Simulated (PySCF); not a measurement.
C3, SMILES [C]=C=[C] (connectivity only; charge and spin as stated), neutral, multiplicity 1.

Geometry: PBE0-D3(BJ)/def2-TZVP. The isomer is the one that the SMILES or the coordinates give; other isomers of the formula were not compared.

Method: PySCF with HF/def2-TZVPD.

The molecule is in vacuum.

Computed frontier levels, gap, dipole moment and polarisability:
```json
{
  "highest_occupied_level": "-12.83 eV",
  "lowest_empty_level": "-0.53 eV",
  "orbital_gap": "12.30 eV",
  "dipole_moment": "0.00 D",
  "quadrupole, principal values (traceless, Buckingham form, about the centre of nuclear charge)": "-5.01, 2.51, 2.51 D·Å",
  "mean_static_polarisability": "33.9 bohr³ (5.03 Å³)",
  "polarisability_principal_values": "25.2, 25.2, 51.4 bohr³"
}
```
